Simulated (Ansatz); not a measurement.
The cluster Li₆N₂⁻, relaxed as a doublet with UKS PBE-D4/def2-TZVPD in Ansatz, starting from the GFN1-xTB geometry. Force threshold 0.02 eV/Å.

The charge -1 doublet is spin-contaminated (final ⟨S²⟩ up to 0.83, 0.75 for a pure state). The highest occupied level of the charge -1 doublet lies above zero (up to 0.25 eV). It is a level of α spin, whose loss leaves a singlet; that state wasn't run at this geometry and level. The electron is either unbound and held by the finite basis, or the level is raised by self-interaction error. The relaxation made no stability test and no search for a lower SCF solution. Another isomer (doublet) lies 0.32 eV lower at PBE0-D4/def2-TZVPD; other spin states weren't run for this one.

Start:

Cartesian coordinates in Å:
```
Li -0.542 1.097 -0.346
Li -1.692 -0.406 1.697
Li 0.268 -2.204 1.406
Li 0.705 0.163 1.962
Li 1.173 -0.607 -0.548
Li -1.306 -1.606 -0.412
N 0.396 2.239 -1.925
N 0.999 1.322 -1.836
```

Estimate the energy that the relaxation releases and the steps that it takes.

101.9 kJ/mol, in 27 steps; 1.9 min on 4 threads of Arm Neoverse V1 on a shared host. No frequencies were taken in this run, so the end may be a saddle point.

Does the start keep its bonding?

Bonds lost: Li1–Li4, Li1–Li6, Li2–Li3 (atoms count from 1). Metal–metal contacts that move far: Li3–Li4 2.47 to 3.15 Å, Li3–Li6 2.48 to 3.15 Å, Li2–Li6 2.46 to 2.98 Å, Li2–Li4 2.48 to 2.98 Å.

Predict the relaxed structure.


```
atom   x (Å)   y (Å)   z (Å)
 Li1  -0.834   1.553  -0.440
 Li2  -1.807  -0.139   1.621
 Li3   0.673  -2.587   1.332
 Li4   1.056   0.396   2.259
 Li5   1.064  -0.538  -0.499
 Li6  -1.517  -1.850  -0.805
  N7   0.509   2.093  -1.962
  N8   0.856   1.074  -1.507
```
Bond lengths (bridged metal pairs left out): 6 × Li–Li 2.77 to 2.98 Å; 3 × Li–N 1.91 to 2.10 Å; 1 × N–N 1.17 Å.
